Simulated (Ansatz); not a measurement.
`[SiH3][SeH]` + `C[O][GaH][O]C` → `C[O][GaH][SeH]` + `CO[SiH3]`  (redistribution)

Computed with Ansatz on PBE0-D4/def2-TZVP structures; ΔE is electronic, products minus reactants. CCSD(T)/CBS adds triple-zeta CCSD(T) − MP2 to the extrapolated MP2 energy (def2 sets, frozen cores). Functionals use def2-TZVPP. B3LYP here is the variant with VWN-RPA as its local correlation; programs differ in this. For Ga, Se outer-core shells are correlated without core-valence functions, which leaves a few kJ/mol of doubt a bond. Scalar relativity is left out up to krypton. Each species was taken in one conformer, which may not be the lowest.

(1) Is it downhill or uphill in electronic energy at CCSD(T)/CBS, and by how much? (Best estimate.)

(2) What do these levels give: PBE-D4, CAM-B3LYP-D4, ωB97X-V, PBE, BLYP, B3LYP, RPA@PBE/def2-TZVPP, CCSD(T)/def2-SVP, HF/def2-TZVPP, SCS-MP2/def2-TZVPP, SCS-MP2/def2-QZVPP, HF/CBS(def2)? (An estimate is asked.)

Largest T1 diagnostic among the species: 0.014.

Answers

(1) Ansatz gave: Downhill: ΔE = -75.1 kJ/mol.

(2) Ansatz gave: PBE-D4 -68.5, CAM-B3LYP-D4 -78.2, ωB97X-V -73.7, PBE -68.8, BLYP -74.2, B3LYP -78.1, RPA@PBE/def2-TZVPP -72.8, CCSD(T)/def2-SVP -63.9, HF/def2-TZVPP -88.7, SCS-MP2/def2-TZVPP -75.6, SCS-MP2/def2-QZVPP -75.7, HF/CBS(def2) -88.4 kJ/mol.

From PBE to PBE0 (25 % exact exchange), in def2-TZVPP and without D4, ΔE moves by −5.0 kJ/mol. In def2-TZVPP, CCSD(T) changes the Hartree–Fock value by +14.4 kJ/mol (the triples alone add +1.9 kJ/mol) and MP2 by +13.8 kJ/mol. Leaving LDA and LC-ωPBE aside and taking each functional with its dispersion term where it has one, the values, not all of them listed here, spread over 16.5 kJ/mol, from BHLYP-D4 to revPBE-D4.
